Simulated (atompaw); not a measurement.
**What the settings do to the PAW (atompaw) potential of magnesium**

Base potential:

magnesium, PAW, made with atompaw 4.2.0.5 (PBE, scalar-relativistic). Core [He] 2s2, reference 2p6 3s1.75 3p0.25. Waves: 3s (bound): rc 1.95 bohr; 3s channel at 2.65 Ry: rc 1.95 bohr; 2p (bound): rc 0.70 bohr; 3p (bound): rc 1.20 bohr. Local part: bessel scheme, radius 1.40 bohr. Core correction: smooth core density matched at 1.40 bohr. Augmentation charge: sinc compensation charge, radius 1.95 bohr; PAW radius 1.95 bohr; waves and projectors: custom polynom2 7 10 vanderbiltortho.

Cutoffs, loose and tight: the cutoffs (Ry, on a coarse ladder) from which the occupation-weighted sum of valence levels, in a spherical-Bessel basis at the reference potential, stays within 10 and 1 mRy of its value at 400 Ry. They see the waves, projectors and local potential, not the compensation charge or the core. A dash means not determined.

A true bound ghost makes a file unfit for plane-wave use even where its test errors are small: the radial tests pick states by their node count and pass the ghost by.

Cutoffs are not given where the Bessel-basis levels miss the radial ones by over 6 mRy, ghosts where they miss by over 20 mRy; a channel whose overlap is not positive is not tested.

```csv
change,outcome,"cutoff, loose","cutoff, tight",bound ghosts
base,"generated, no UPF (negative core plus compensation charge)",–,–,not determined
"augmentation sinc compensation charge, radius 1.28 bohr; PAW radius 1.95 bohr; waves and projectors: custom polynom2 7 10 vanderbiltortho","generated, no UPF (negative core plus compensation charge)",–,–,not determined
wave 3s (bound): rc 1.95 bohr becomes 3s (bound): rc 1.84 bohr,"generated, no UPF (negative core plus compensation charge)",–,–,not determined
wave 3s (bound): rc 1.95 bohr becomes 3s (bound): rc 1.68 bohr,"generated, no UPF (negative core plus compensation charge)",–,–,not determined
core correction smooth core density matched at 1.44 bohr,"generated, no UPF (negative core plus compensation charge)",–,–,not determined
"local potential vpsmatchnc scheme with l = 2 at 1 Ry, radius 1.40 bohr","generated, no UPF (negative core plus compensation charge)",–,–,s
```

(1) What comes out with this change to the base: augmentation sinc compensation charge, radius 1.95 bohr; PAW radius 1.95 bohr; waves and projectors: modrrkj vanderbiltortho?

(2) What comes out with this change to the base: augmentation sinc compensation charge, radius 1.95 bohr; PAW radius 1.95 bohr; waves and projectors: custom rrkj gramschmidtortho?

## Answers

(1) outcome: generated; cutoff, loose: 160 Ry; cutoff, tight: 260 Ry; bound ghosts: s.

(2) outcome: generated; cutoff, loose: 160 Ry; cutoff, tight: 300 Ry; bound ghosts: none.
